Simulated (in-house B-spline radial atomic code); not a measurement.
Br4+: 1s1 2s2 2p6 3s2 3p6 (3d3/2)4 (3d5/2)5 4s2 4p3 (with a hole in an inner shell)

All numbers are computed (Dirac-Hartree-Fock, average of the jj configuration; Fermi nucleus of rms radius 4.1629 fm) with a B-spline radial code for spherical atoms, not measured.

Screening seen three ways: the hydrogenic charge with the same mean radius, Z_r = [3n² - l(l+1)]/(2<r>), the one with the same energy, Z_e = n√(-2ε), and Slater's rules. Values are occupation-weighted means over j. An effective charge above Z reflects the relativistic contraction of the inner shells.

```csv
shell,electrons,ε (eV),<r> (bohr),Z_r,Z_e,Slater
1s,1,-14125,0.04251,35.28,32.22,35.00
2s,2,-1999.3,0.1849,32.45,24.24,31.70
2p,6,-1800,0.1606,31.13,23.00,31.70
3s,2,-370.6,0.5273,25.60,15.66,24.75
3p,6,-298.81,0.5327,23.46,14.06,24.75
3d,9,-175.13,0.5332,19.69,10.76,15.20
4s,2,-83.684,1.416,16.95,9.92,10.15
4p,3,-66.105,1.557,14.77,8.82,10.15
```

The least bound orbital is 4p3/2 at -65.73 eV, and it is also the most diffuse (<r> = 1.564 bohr). The part-filled 1s shell lies below the filled 4s shell in orbital energy.

For the 1s electron the small component carries 1.63 % of the norm, the zero-frequency Breit interaction raises the level by 6.948 eV, self-energy by 11.53 eV, and vacuum polarisation lowers it by 1.178 eV.
